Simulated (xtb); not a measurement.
Si(H)3(nPr) (C₃H₁₀Si), SMILES CCC[SiH3]. All values are semi-empirical tight-binding results from xtb (GFN2-xTB unless named), good for trends rather than for accurate numbers. Geometry: GFN2-xTB. One conformer was computed; it need not be the lowest.

Optimised geometry:

```xyz
14

Si     1.7825     0.0025     0.0988
C      0.0127     0.1304    -0.5818
C     -1.0588    -0.1235     0.4752
C     -2.4662    -0.0095    -0.1001
H      2.7340     0.2452    -0.9873
H      2.0003    -1.3356     0.6533
H      1.9759     1.0002     1.1537
H     -0.1216    -0.5831    -1.3982
H     -0.1460     1.1213    -1.0138
H     -0.9229    -1.1218     0.8980
H     -0.9441     0.5954     1.2899
H     -2.6332     0.9874    -0.5036
H     -3.2134    -0.1984     0.6680
H     -2.6092    -0.7306    -0.9027
```

Computed properties:
```
Property                                        Value
--------------------------------------  -------------
point group as xtb finds it                        Cs
orbital gap                                   5.99 eV
dipole moment                                  0.37 D
zero-point energy                       73.1 kcal/mol
G − E(el) at 298.15 K (modified RRHO)   54.4 kcal/mol
static polarisability (D4 model)           68.4 bohr³
solvation energy, GFN2-xTB/ALPB(water)   0.4 kcal/mol
solvation energy, GFN2-xTB/ALPB(dmf)    -3.6 kcal/mol
```

Computed atomic charges and the Wiberg bond orders between heavy atoms:
charges (e) Si1 0.44, C2 -0.15, C3 -0.05, C4 -0.10, H5 -0.11, H6 -0.10, H7 -0.10, H8 0.02, H9 0.02, H10 0.02, H11 0.02, H12 0.03, H13 0.03, H14 0.03. Bond orders Si1–C2 0.90, C2–C3 1.02, C3–C4 1.02.
